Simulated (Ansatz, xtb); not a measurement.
# Relative energy of two structures of FGeH2NSi

Structure X is `F[SiH2][N+]#[Ge-]`, a singlet and structure Y is a singlet given by its coordinates. Both are isolated molecules in the gas phase, relaxed with B3LYP-D3(BJ)/def2-SVP.

X (Å):

```json
{"atom": "F", "x (Å)": "-1.3369", "y (Å)": "-1.8122", "z (Å)": "-1.8108"}
{"atom": "Ge", "x (Å)": "0.2059", "y (Å)": "2.0863", "z (Å)": "-2.1690"}
{"atom": "N", "x (Å)": "-0.1579", "y (Å)": "0.6310", "z (Å)": "-1.4337"}
{"atom": "Si", "x (Å)": "-0.5546", "y (Å)": "-0.8762", "z (Å)": "-0.7296"}
{"atom": "H", "x (Å)": "0.6720", "y (Å)": "-1.6153", "z (Å)": "-0.3283"}
{"atom": "H", "x (Å)": "-1.4709", "y (Å)": "-0.6982", "z (Å)": "0.4282"}
```

Y (Å):

```xyz
6

F     0.7156   -1.7178   -0.2745
Ge   -0.3787   -0.0060    2.6388
N    -0.5899    0.5226    0.8592
Si    0.8817   -0.3734    0.6475
H     1.9949    0.3820    0.0112
H    -1.2924    1.0514    0.3448
```

Close contacts (Å): F1–Si4 1.64, Ge2–N3 1.87, Ge2–Si4 2.39, N3–Si4 1.74, N3–H6 1.02, Si4–H5 1.49.

Which of the two would you expect CCSD(T)/def2-TZVP electronic energies to favour?

Structure X; the calculation gives E(Y) − E(X) = +16.0 kcal/mol.

The same difference at several levels:

```tsv
level	geometry	E(Y) − E(X) (kcal/mol)	departure from the last row (kcal/mol)	job, with rough time for the two
GFN2-xTB	GFN2-xTB	+30.0	+14.0	optimisation, 0.39 s
HF/STO-3G	GFN2-xTB	+28.4	+12.5	single point, 0.28 s
r2SCAN-D4/def2-SVP	GFN2-xTB	+15.5	−0.4	single point, 2.4 s
B3LYP-D3(BJ)/def2-SVP	B3LYP-D3(BJ)/def2-SVP	+14.5	−1.5	optimisation, 18 s
HF/def2-TZVP	B3LYP-D3(BJ)/def2-SVP	+19.7	+3.8	part of the CCSD(T) run
MP2/def2-TZVP	B3LYP-D3(BJ)/def2-SVP	+19.2	+3.3	part of the CCSD(T) run
CCSD(T)/def2-TZVP	B3LYP-D3(BJ)/def2-SVP	+16.0		single point, 70 s
```

The levels shown agree on the order. The largest departure from CCSD(T)/def2-TZVP is that of GFN2-xTB, 14.0 kcal/mol.

With harmonic frequencies from B3LYP-D3(BJ)/def2-SVP (ideal gas, rigid rotor, one conformer each, 298.15 K, 1 atm): on the last row, ΔE + ΔZPE = +17.3, ΔH = +17.1, ΔG = +17.9 kcal/mol.

The correlated steps freeze 16 core orbitals; the filled d shell of Ge is correlated, in a basis made for valence electrons. Mirror images aren't counted in ΔG. Codes used: Ansatz 0.2.0, xtb 6.7.1; the last row on 2 threads of Arm Neoverse V2 on a shared host.
